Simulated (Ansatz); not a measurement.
Energy profile

The step: GaH₃ + HF + HF → GaH₂F ([F][GaH2]) + HF + H₂; bonds formed: H2–H7, H5–F8; dative contacts that become bonds: Ga1–F6; bonds broken: Ga1–H2, H5–F6, H7–F8 (atoms numbered as in the saddle structure below).

Ga1  (-0.802, -0.357, -0.671)
H2  (0.583, 0.663, -0.917)
H3  (-0.485, -1.728, -1.328)
H4  (-2.054, 0.560, -0.670)
H5  (0.570, 0.006, 1.338)
F6  (-0.347, -0.594, 1.243)
H7  (1.058, 0.738, -0.045)
F8  (1.477, 0.711, 1.050)
(Å)

Electronic energies by CCSD(T) at an estimated basis limit (MP2 extrapolated from triple and quadruple zeta, plus CCSD(T) − MP2 in triple zeta), on PBE0-D4/def2-TZVP structures; GaH5F2, singlet; no counterpoise correction. Computed with Ansatz 0.2.0 (basis: def2-TZVPP and def2-QZVPP); correlated methods freeze the cores. Filled d shells of the heavier atoms are correlated. The def2 sets are not built for correlating such inner shells, so the correlated values are less sure here. Extrapolation: Hartree–Fock as exp(−7.88 √X), correlation as X^−2.97.

Task: Give the profile in eV, counted from the separated reactants. (Judge from chemistry; the value comes from the calculation.)

Result: Computed:
| point | eV |
| --- | --- |
| separated: GaH3 (Ga1, H2, H3, H4; singlet) + HF (H5, F6; singlet) + HF (H7, F8; singlet) | 0.000 |
| start structure | -0.764 |
| saddle | -0.463 |
| end structure | -1.321 |
| separated: GaH2F (linked as [F][GaH2]; Ga1, H3, H4, F6; singlet) + H2 (H2, H7; singlet) + HF (H5, F8; singlet) | -0.833 |
The saddle lies below the separated reactants: the barrier is submerged.

No T1 diagnostic of these runs exceeds 0.015. The end structure is not quite a true minimum (one mode of 42i cm⁻¹).

For scale, one of the runs: CCSD(T)/def2-TZVPP, 180 basis functions (an equivalent command: `ansatz run in.yaml --threads 4`). Time: 26 s of wall clock on 4 CPU threads; the host was shared. Peak host memory: 1.9 GiB.
